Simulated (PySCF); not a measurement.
CHO2, charge -1, multiplicity 1.

```xyz
4

O      0.0000     1.1349     0.2092
C      0.0000     0.0000    -0.3157
O      0.0000    -1.1349     0.2092
H      0.0000     0.0000    -1.4521
```
Charge -1, spin multiplicity 1.

Geometry optimised at B3LYP-D3(BJ)/def2-TZVPD. The multiplicity is an assumed one; other spin states were not compared. The isomer is the one that the SMILES or the coordinates give; other isomers of the formula were not compared.

The numbers are results of PySCF with PBE/pcSseg-2, not measurements. Non-relativistic, no solvent.

Computed absolute GIAO shielding of each atom: isotropic value and principal components (ppm):
```tsv
atom	σ(iso)	σ11	σ22	σ33	span
O1	-49.1	-269.4	-6.8	128.8	398.2
C2	13.8	-83.3	49.8	75.0	158.3
O3	-49.1	-269.4	-6.8	128.8	398.2
H4	21.1	15.8	21.2	26.3	10.5
```
